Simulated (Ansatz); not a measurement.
A trace of molecular dynamics of C2H10OSi2 (15 atoms, charge 0, multiplicity 1).

Computed with RKS B3LYP-D4/6-31G in Ansatz.

```json
{
  "ensemble": "NVE (velocity Verlet)",
  "starting velocities drawn for": "50 K",
  "masses": "H 10 u",
  "seed": "898785"
}
```

| time (fs) | T (K) | potential energy less start (eV) | conserved less start (meV/atom) |
| --- | --- | --- | --- |
| 0 | 50 | 0.000 | 0.00 |
| 10 | 24 | 0.045 | 0.02 |
| 20 | 27 | 0.039 | 0.02 |
| 30 | 14 | 0.061 | 0.03 |
| 40 | 27 | 0.039 | 0.02 |
| 50 | 31 | 0.032 | 0.01 |
| 60 | 35 | 0.026 | 0.00 |
| 70 | 27 | 0.040 | 0.02 |
| 80 | 17 | 0.055 | 0.03 |
| 90 | 20 | 0.050 | 0.03 |
| 100 | 25 | 0.042 | 0.02 |
| 110 | 27 | 0.039 | 0.01 |
| 120 | 33 | 0.029 | 0.01 |
| 130 | 24 | 0.044 | 0.02 |
| 140 | 21 | 0.049 | 0.03 |
| 150 | 20 | 0.050 | 0.03 |
| 160 | 21 | 0.049 | 0.02 |
| 170 | 29 | 0.036 | 0.01 |
| 180 | 29 | 0.036 | 0.01 |
| 190 | 31 | 0.032 | 0.02 |
| 200 | 14 | 0.060 | 0.03 |
| 210 | 21 | 0.049 | 0.03 |
| 220 | 23 | 0.045 | 0.02 |
| 230 | 29 | 0.035 | 0.01 |
| 240 | 31 | 0.033 | 0.01 |
| 250 | 26 | 0.041 | 0.02 |

**Question.** Is this trajectory sound?

**Answer.** The conserved energy stayed within 0.036 meV per atom of its start (net change 0.017 meV per atom), so the integration is sound. Over the second half the temperature averaged 0.49 of the 50 K drawn at the start: a run that starts near a minimum puts about half its kinetic energy into the potential. A run of 0.25 ps of so small a system gives no equilibrium averages. Limits of this set-up: no polarisation functions. The time step was 1 fs.

The run took 18 min on 1 thread of Arm Neoverse V2, on a shared host, peak memory 0.17 GiB.
